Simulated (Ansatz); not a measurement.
`O[SiH]` + HBr → `[SiH]Br` + H₂O at 298.15 K and 1 bar (ligand exchange at the Si–O bond).

Calculated with Ansatz (gas phase, PBE0-D4/def2-TZVP geometries, no zero-point term in ΔE). CBS: MP2 limit from def2 TZ/QZ plus the TZ coupled-cluster correction, frozen cores. This one scheme is used for every species. For Br outer-core shells are correlated without core-valence functions, which leaves a few kJ/mol of doubt a bond. Scalar relativity is left out up to krypton.

```tsv
species	CCSD(T)/CBS energy (Eh)	H − E (kJ/mol)	S (J/(mol·K))
`O[SiH]`	-365.43832	65.7	241.9
HBr	-2573.91920	24.6	198.6
`[SiH]Br`	-2862.97869	30.2	263.1
H₂O	-76.37941	66.4	188.7
```

H − E and S are ideal-gas, rigid-rotor, harmonic terms from PBE0-D4/def2-TZVP. 1 Eh = 2625.50 kJ/mol, R = 8.31446 J/(mol·K).

Q: By hand: ΔE, ΔH, ΔS and ΔG.

A: ΔE = (-2862.97869) + (-76.37941) − (-365.43832) − (-2573.91920) = -0.00058 Eh = -1.5 kJ/mol. Δ(H − E) = 30.2 + 66.4 − 65.7 − 24.6 = 6.3, so ΔH = 4.8 kJ/mol. ΔS = 263.1 + 188.7 − 241.9 − 198.6 = 11.3 J/(mol·K). ΔG = 4.8 − 298.15 × (11.3)/1000 = 1.4 kJ/mol.

Q: By hand: the equilibrium constant, and the temperature at which ΔG would vanish if ΔH and ΔS stayed fixed.

A: log₁₀ K = −ΔG/(RT ln 10) = -0.2. ΔG = 0 at ΔH/ΔS = 425 K, though so small a ΔH makes that figure unsure.

TΔS isn't small against ΔH here. The sign of ΔG lies within the doubt. A doubt of 5 kJ/mol in ΔE shifts log₁₀ K by 0.9 here. These are equilibria of isolated gas molecules and say nothing of rates. Largest T1 diagnostic: 0.016 (customary marks: 0.02 for closed shells, 0.045 for open ones).
